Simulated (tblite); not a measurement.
Run record: tight-binding relaxation, `[GeH3][CH](CF)CF`.

Computed with GFN2-xTB geometry optimisation, gas phase (tblite 0.8.0). Start geometry: from a force field or distance geometry. A driver script takes a list of jobs; this job's settings line and coordinates (Å) are shown.

Command:
```bash
OMP_NUM_THREADS=1 python probes_run.py task.json out
```

Input:
```
{"job": {"kind": "relax", "xc": "GFN2-xTB", "basis": "xTB"}, "charge": 0, "multiplicity": 1}
F     -0.615000    -0.978300     1.593800
C     -1.212100    -0.809500     0.351300
C     -0.327200     0.159700    -0.412400
Ge     1.431600    -0.674500    -0.533100
C     -0.221900     1.452900     0.351700
F      0.574000     2.319500    -0.395500
H     -2.221100    -0.391100     0.394300
H     -1.147800    -1.750500    -0.211000
H     -0.801800     0.274600    -1.413200
H      1.141000    -2.208700    -0.496000
H      2.103500    -0.325600    -1.848200
H      2.218900    -0.221600     0.738400
H     -1.238800     1.829300     0.538300
H      0.316100     1.323300     1.319400
```

Output:
```
step      E/eV     max force
  0    -595.14299    1.074
  1    -595.23598    0.746
  2    -595.34673    0.744
  3    -595.37695    0.489
  4    -595.40614    0.326
  5    -595.42209    0.539
  6    -595.44089    0.527
  7    -595.45087    0.283
  8    -595.45703    0.208
  9    -595.46187    0.197
... (59 lines left out)
 69    -595.56147    0.018
 70    -595.56151    0.018
 71    -595.56157    0.029
 72    -595.56166    0.032
 73    -595.56175    0.022
 74    -595.56182    0.021
 75    -595.56187    0.017
 76    -595.56191    0.017
 77    -595.56193    0.013
 78    -595.56194    0.009
```

«max force» is the largest atomic force in eV/Å.

From which step on does the largest force stay under 0.1 eV/Å, and how much energy is left to gain from there?

From step 41 (0.058 eV/Å), 4.7 meV above the end.

Summary of the converged run: energy lowered by 9.7 kcal/mol over 78 steps; largest atomic force 0.009 eV/Å at the end.

Give the final coordinates.

0.301 Å rms from the input after alignment:
```
atom  x, y, z in Å
F1    -0.4987   -1.2355    1.5254
C2    -1.2384   -0.8288    0.4325
C3    -0.3838    0.0976   -0.4044
Ge4    1.4652   -0.6503   -0.5310
C5    -0.2619    1.4637    0.2453
F6     0.8289    2.1079   -0.3026
H7    -2.1431   -0.3489    0.8217
H8    -1.4994   -1.7371   -0.1177
H9    -0.8360    0.2005   -1.3926
H10    1.3710   -2.1274   -0.7490
H11    2.1879   -0.0365   -1.6809
H12    2.1973   -0.3818    0.7350
H13   -1.1321    2.1075    0.0802
H14   -0.0576    1.3686    1.3159
```

On Arm Neoverse N1, one thread, no GPU (shared host), this took 0.65 s of wall time.
Labels such as C1 count atoms from 1, the log's own numbers from 0.
